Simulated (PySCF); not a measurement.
C: excitation energy

C [He] 2s2 2p2 (3P) → C [He] 2s1 2p2 3s1 (5P), as a difference of total energies. Computed with PySCF 2.14 in aug-cc-pwCVDZ (5s4p2d, 27 functions), with no relativity, point nucleus. Correlated levels: valence: 1s2 frozen. The calculations carry no spin-orbit coupling.

```
           method  excitation energy (eV)
              UHF                  11.262
    MP2 (valence)                  12.453
SCS-MP2 (valence)                  12.740
   CCSD (valence)                  12.911
CCSD(T) (valence)                  12.944
  CCSDT (valence)                  12.953
```

Q: How much does correlation contribute at CCSD(T) (valence)?

A: 12.944 − (11.262) = 1.682 eV, measured against UHF.

The upper state lies above the first ionisation limit, but in LS coupling its spin forbids autoionisation to the ground ion. A Rydberg-like electron needs more diffuse functions than a valence basis has.

The promoted electron is Rydberg-like, and one or two diffuse shells describe it only roughly, which tends to raise the upper state.
